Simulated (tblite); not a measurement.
Start geometry of `C=C[Si@@H](Cl)[SiH2]S[SiH3]` from a force field or distance geometry (Å):
```
atom  x, y, z in Å
C1    -2.7564    0.6884    1.1932
C2    -2.7806   -0.5013    0.6132
Si3   -1.4487   -1.0113   -0.5603
Cl4   -1.7375    0.1901   -2.2827
Si5    0.5869   -0.7500    0.2984
S6     1.3953    1.1762   -0.2802
Si7    3.5224    1.0620   -0.0242
H8    -3.5670    0.9463    1.8983
H9    -2.0163    1.4432    1.0275
H10   -3.5744   -1.2373    0.8433
H11   -1.6424   -2.4066   -1.0182
H12    1.4533   -1.7845   -0.3081
H13    0.5717   -0.8164    1.7671
H14    3.8788   -0.3112    0.4300
H15    4.1173    1.3192   -1.3362
H16    3.9903    2.0022    0.9950
```

What comes out of this run: GFN2-xTB geometry optimisation, gas phase in tblite?

```
atom  x, y, z in Å
C1    -2.511    1.044    0.896
C2    -2.761   -0.120    0.314
Si3   -1.454   -1.439   -0.023
Cl4   -2.128   -2.526   -1.615
Si5    0.618   -0.600   -0.614
S6     1.291    0.578    1.068
Si7    3.360    0.946    0.660
H8    -3.285    1.774    1.081
H9    -1.519    1.315    1.218
H10   -3.779   -0.339    0.009
H11   -1.438   -2.381    1.105
H12    0.666    0.298   -1.772
H13    1.663   -1.601   -0.846
H14    4.035   -0.344    0.606
H15    3.459    1.640   -0.617
H16    3.777    1.762    1.786
```

The energy falls by 0.423 eV over 261 L-BFGS steps, the largest force on an atom goes from 2.21 to 0.009 eV/Å, and the atoms move by 1.533 Å rms after alignment. The bond that changes most is Si3–Si5 (chlorine-bound silicon to SiH2 silicon), which lengthens by 0.087 Å. Bonds longer at the end by more than 0.005 Å: 3 of 15; shorter: 9. Among the angles that change most is Si3–Si5–H12, from 107.2° to 117.0°. Among the dihedrals that turn most is C2–Si3–Si5–S6, from -94° to 61°. Rotational constants go from 1700, 503.8, 459.7 to 1859, 466.5, 388.2 MHz. The orientation of the end geometry is arbitrary; only internal coordinates are fixed.

The run took 5.1 s on Arm Neoverse N1, one thread, shared host with 64 logical CPUs at a one-minute load of 55.

Its GFN2-xTB frequencies are all real (lowest 24 cm⁻¹). The numbers are those of one conformer.

All values are computed, not measured.
